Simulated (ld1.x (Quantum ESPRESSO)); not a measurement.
## Logarithmic derivatives: arsenic, TM

```json
{
 "Element": "arsenic (As)",
 "Generator": "ld1.x (Quantum ESPRESSO) 7.5",
 "Type": "norm-conserving Troullier–Martins (Kleinman–Bylander form)",
 "Functional": "PBEsol",
 "Relativity": "scalar-relativistic",
 "Frozen core": "[Ne]",
 "Valence charge": "23",
 "Reference configuration": "3s2 3p6 3d10 4s2 4p2 (charge +1)",
 "Partial waves": "3p (bound): rc 0.95 bohr; 3d (bound): rc 1.00 bohr; 3s (bound): rc 0.95 bohr",
 "Local potential": "the s channel",
 "Core correction": "none"
}
```

Occupied shells without a wave of their own: 4p, 4s. They enter only through the test configuration that unscreens the potential.

The phase is arctan(r·u′/u) with u = r·R(r), unwrapped; energies in Ry, scanned from -17 to 5 Ry. A pole is an energy at which the radial function vanishes at the test radius. The pseudo phase is shifted by a multiple of π to meet the all-electron one at the reference energy, and phase errors are pseudo minus all-electron; the curves can meet again beyond the range given. Levels narrower than the energy grid can be missing from the lists of poles.

**Question.** For each channel, where are the poles, and over which energies does the pseudopotential scatter like the atom?

**Answer.**

| channel | radius (bohr) | reference energy (Ry) | poles, all-electron | poles, pseudo | unbroken range about the reference energy with phases within 0.05 rad | phase error 1 Ry above the reference energy (rad) |
| --- | --- | --- | --- | --- | --- | --- |
| s | 1.10 | -14.68 | -13.43 | -13.45 | below -4.4 | -0.002 |
| p | 1.10 | -10.53 | -9.02 | -9.04 | below 0.0 | -0.002 |
| d | 1.10 | -3.70 | -1.86 | -1.88 | the whole range | -0.001 |

The potential misses its own reference levels by up to 2.6 eV, so it is not fit for use.

Phases in the p channel:

```
E (Ry)  all-electron  pseudo
-17.00         1.259   1.256
-16.52         1.246   1.242
-16.04         1.230   1.226
-15.56         1.211   1.206
-15.08         1.187   1.183
-14.60         1.158   1.152
-14.12         1.119   1.112
-13.64         1.064   1.057
-13.16         0.983   0.974
-12.68         0.849   0.838
-12.20         0.599   0.584
-11.72         0.091   0.075
-11.24        -0.628  -0.634
-10.76        -1.099  -1.099
-10.28        -1.330  -1.330
 -9.80        -1.456  -1.457
 -9.32        -1.535  -1.537
 -8.84        -1.589  -1.592
 -8.36        -1.629  -1.633
 -7.88        -1.660  -1.665
 -7.40        -1.686  -1.692
 -6.92        -1.708  -1.715
 -6.44        -1.728  -1.735
 -5.96        -1.745  -1.754
 -5.48        -1.762  -1.772
 -5.00        -1.777  -1.789
 -4.52        -1.792  -1.806
 -4.04        -1.808  -1.822
 -3.56        -1.823  -1.839
 -3.08        -1.838  -1.857
 -2.60        -1.853  -1.876
 -2.12        -1.870  -1.895
 -1.64        -1.887  -1.916
 -1.16        -1.905  -1.939
 -0.68        -1.925  -1.964
 -0.20        -1.946  -1.992
  0.28        -1.969  -2.024
  0.76        -1.995  -2.060
  1.24        -2.023  -2.101
  1.72        -2.056  -2.149
  2.20        -2.092  -2.206
  2.68        -2.134  -2.275
  3.16        -2.183  -2.357
  3.64        -2.240  -2.458
  4.12        -2.308  -2.580
  4.60        -2.388  -2.730
```
